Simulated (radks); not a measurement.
Problem. Species: the zinc ion Zn3+. Configuration: [Ne] 3s1.75 3p6 3d9 4s0.25 (fractional occupations, a model configuration). Calculated with a radial shooting solver on a logarithmic mesh with Libxc functionals: scalar-relativistic Kohn-Sham, Wu-Cohen GGA, spin-unpolarised, spherical densities, finite nucleus; Fermi nuclear charge, rms radius 3.9283 fm. Some entries of the table are withheld. Estimate them.

| orbital | occ. | eigenvalue (Ry) | r(max) (bohr) | <r^2> (bohr^2) |
|---|---|---|---|---|
| 1s | 2 | -703.3511 | 0.03292 | (1) |
| 2s | 2 | -88.46102 | 0.1893 | 0.06041 |
| 2p | 6 | -77.16270 | 0.1520 | 0.04820 |
| 3s | 1.75 | -12.74669 | (2) | 0.5282 |
| 3p | 6 | -9.37175 | 0.5899 | 0.5838 |
| 3d | 9 | -3.89916 | 0.5560 | 0.8304 |
| 4s | 0.25 | -2.65348 | (3) | 4.491 |
| 4p | 0 | -1.98896 | 2.019 | 6.116 |
| 4d | 0 | -1.13507 | 2.935 | 12.48 |

Solution. 
(1) 1s <r^2> (bohr^2): 0.003407
(2) 3s r(max) (bohr): 0.5869
(3) 4s r(max) (bohr): 1.743
